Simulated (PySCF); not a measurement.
CH6GeO4, SMILES C[O][Ge]([OH])([OH])[OH]. Coordinates come from a PBE-D3(BJ)/def2-SVP optimisation. The values are those of a single conformer.

**Question.** Give the equilibrium geometry at PBE-D3(BJ)/def2-SVP (PySCF confirms it by a frequency run) as a Z-matrix. (Estimate from the structure and the level; the computed values follow.)

**Answer.** This is not unique; one that fits is 
```
Ge
O 1 1.7790
H 2 0.9766 1 109.01
O 1 1.7797 2 104.79 3 27.34
C 4 1.4235 1 119.41 2 -169.96
H 5 1.1096 4 107.89 1 165.52
H 5 1.1123 6 108.45 4 121.89
H 5 1.1140 6 108.01 7 117.07
O 1 1.7803 2 116.43 3 -90.08
H 9 0.9761 1 109.34 2 -90.08
O 1 1.7822 2 107.08 3 152.10
H 11 0.9762 1 109.46 2 -32.57
```
Charge 0, spin multiplicity 1.
